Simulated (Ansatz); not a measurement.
System: CH2F, charge 1, singlet. CH2F+ (parent SMILES [CH2]F, singlet).
B3LYP-D3(BJ)/def2-TZVP minimum from Ansatz (a program for electronic structure):
```xyz
4

C     -0.5912     0.0468     0.0149
F      0.6360    -0.0504    -0.0160
H     -1.1657    -0.8863     0.0265
H     -1.0115     1.0588     0.0283
```
Charge +1, spin multiplicity 1.

Hartree-Fock and CCSD(T) correlation energies in hartree (Ansatz). Open shells are spin-unrestricted; no spin-orbit coupling. Correlated methods leave the cores frozen. No relativity. The spin of CH2F+ (parent SMILES [CH2]F, singlet) was assumed, and the state is the lowest solution found for it.

| basis | X | E(HF) | E(corr, CCSD(T)) |
|---|---|---|---|
| cc-pVTZ | 3 | -138.15117 | -0.41248 |
| cc-pVQZ | 4 | -138.16188 | -0.44181 |
| cc-pV5Z | 5 | -138.16475 | withheld |

Fit E(corr) = E∞ + A/X³ to X = 3 and 4, predict X = 5, and compare with the run.

A = (-0.41248 - (-0.44181))/(1/27 - 1/64) = 1.3698; E∞ = -0.44181 - A/64 = -0.46321; at X = 5, E∞ + A/125 = -0.45225. The run gave -0.45226, 0.01 mEh below the prediction. The same form on X = 4 and 5 gives E∞ = -0.46322, 0.01 mEh below the first estimate.
